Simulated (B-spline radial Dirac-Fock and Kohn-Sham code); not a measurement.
ΔSCF core binding energies without Breit or QED terms, calculated with an atomic code on a B-spline grid.

A sound run for the free lutetium atom, configuration 1s2 2s2 2p6 3s2 3p6 3d10 4s2 4p6 4d10 4f14 5s2 5p6 5d1 6s2: The ground state converged in 13 iterations, with total energy -14572.44807 Ha, virial ratio 1.89758 and highest orbital energy -5.03 eV. ΔSCF binding energies: K (1s) 63621.1 eV, L3 (2p3/2) 9275.7 eV, M5 (3d5/2) 1598.5 eV.

A second run, with one unsound setting: The ground state converged in 13 iterations, with total energy -14570.50729 Ha, virial ratio 1.89756 and highest orbital energy -5.10 eV. ΔSCF binding energies: K (1s) 63619.6 eV, L3 (2p3/2) 9276.6 eV, M5 (3d5/2) 1599.5 eV.

```
iter   energy (Ha)        error
   1   -14569.19499449  2.15e+00
   2   -14437.10601350  1.48e+00
   3   -14541.28665712  1.49e+00
   4   -14569.36686905  2.45e-01
   5   -14570.06761496  1.14e-01
   6   -14570.31208867  1.24e-01
   7   -14570.50171064  1.30e-02
   8   -14570.50670048  3.02e-03
   9   -14570.50725832  6.83e-04
  13   -14570.50728787  4.64e-07
```

Problem. Which fault fits the second run best?
A. tolerance below the noise
B. too few iterations
C. unbound anion
D. spline order too low

Solution. D. The input had order = 3: order is too low for an accurate radial basis.
